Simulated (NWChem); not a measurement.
# C2H7NSe; SMILES CC[Se]N

```xyz
11

Se     0.4182    -0.6535     0.0243
C      0.4267     1.2554    -0.5499
C     -0.4031     2.1758     0.3383
H      0.0975     1.2953    -1.5930
H      1.4887     1.5270    -0.5289
H     -0.0315     2.1762     1.3680
H     -1.4541     1.8636     0.3594
H     -0.3767     3.2066    -0.0384
N     -1.3923    -1.1281    -0.0987
H     -1.7234    -1.0071    -1.0536
H     -1.9520    -0.5457     0.5203
```
Atoms are numbered in this order, from 1.

Program: NWChem. Pople sets run with spherical d functions. Geometry: optimised at B3LYP/6-31G* (spherical d). Vzz is the largest principal value of the second derivative of the potential at the nucleus (NWChem prints the opposite sign); η is the asymmetry. Non-relativistic.

```tsv
level	Vzz Se1 (a.u.)	η Se1	Vzz N9 (a.u.)	η N9	relative time
CAM-B3LYP/def2-TZVP	-7.334	0.63	-0.997	0.39	20
CAM-B3LYP/6-31G*	-6.804	0.63	-0.962	0.36	2
PBE/cc-pVTZ	-6.733	0.61	-0.940	0.42	6
PBE/6-31G*	-6.604	0.61	-0.896	0.36	1
```

Relative times are rough (shared machine, one core).
